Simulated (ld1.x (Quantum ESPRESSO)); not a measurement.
An all-electron radial function and its pseudo partner (Sc)

Columns: radius, all-electron u(r) and pseudo u(r) of the 3p shell (level -33.56 eV) of scandium in the configuration [Ne] 3s2 3p6 3d1 4s2 4p0; LDA (PZ), scalar-relativistic, RRKJ scheme, ld1.x (Quantum ESPRESSO) 7.5.

```json
{"r (bohr)": "0.080", "all-electron": "0.2854", "pseudo": "-0.0136"}
{"r (bohr)": "0.160", "all-electron": "0.4970", "pseudo": "-0.0546"}
{"r (bohr)": "0.240", "all-electron": "0.4516", "pseudo": "-0.1239"}
{"r (bohr)": "0.320", "all-electron": "0.2442", "pseudo": "-0.2208"}
{"r (bohr)": "0.400", "all-electron": "-0.0255", "pseudo": "-0.3415"}
{"r (bohr)": "0.480", "all-electron": "-0.2933", "pseudo": "-0.4783"}
{"r (bohr)": "0.560", "all-electron": "-0.5257", "pseudo": "-0.6196"}
{"r (bohr)": "0.640", "all-electron": "-0.7093", "pseudo": "-0.7518"}
{"r (bohr)": "0.720", "all-electron": "-0.8424", "pseudo": "-0.8620"}
{"r (bohr)": "0.800", "all-electron": "-0.9290", "pseudo": "-0.9411"}
{"r (bohr)": "0.880", "all-electron": "-0.9762", "pseudo": "-0.9857"}
{"r (bohr)": "0.960", "all-electron": "-0.9916", "pseudo": "-0.9982"}
{"r (bohr)": "1.040", "all-electron": "-0.9825", "pseudo": "-0.9855"}
{"r (bohr)": "1.120", "all-electron": "-0.9553", "pseudo": "-0.9558"}
{"r (bohr)": "1.200", "all-electron": "-0.9153", "pseudo": "-0.9153"}
{"r (bohr)": "1.280", "all-electron": "-0.8669", "pseudo": "-0.8669"}
{"r (bohr)": "1.360", "all-electron": "-0.8134", "pseudo": "-0.8134"}
{"r (bohr)": "1.440", "all-electron": "-0.7574", "pseudo": "-0.7574"}
{"r (bohr)": "1.520", "all-electron": "-0.7008", "pseudo": "-0.7008"}
{"r (bohr)": "1.600", "all-electron": "-0.6450", "pseudo": "-0.6450"}
{"r (bohr)": "1.680", "all-electron": "-0.5910", "pseudo": "-0.5910"}
{"r (bohr)": "1.760", "all-electron": "-0.5395", "pseudo": "-0.5395"}
{"r (bohr)": "1.840", "all-electron": "-0.4908", "pseudo": "-0.4908"}
{"r (bohr)": "1.920", "all-electron": "-0.4453", "pseudo": "-0.4453"}
{"r (bohr)": "2.000", "all-electron": "-0.4031", "pseudo": "-0.4031"}
{"r (bohr)": "2.080", "all-electron": "-0.3641", "pseudo": "-0.3641"}
```

Q: How many radial nodes do the two functions have?

A: The all-electron 3p function has n − l − 1 = 1; the pseudo-wave has 0, since the states of the same l below it are removed with the core.

Q: At about which radius was the pseudo-wave matched?

A: 1.20 bohr, where the columns begin to agree (steps of 0.08 bohr).

Q: Is the pseudo-wave norm-conserving?

A: Yes: the RRKJ scheme keeps the norm inside the radius equal to the all-electron one, which fixes the energy derivative of the logarithmic derivative at the level.
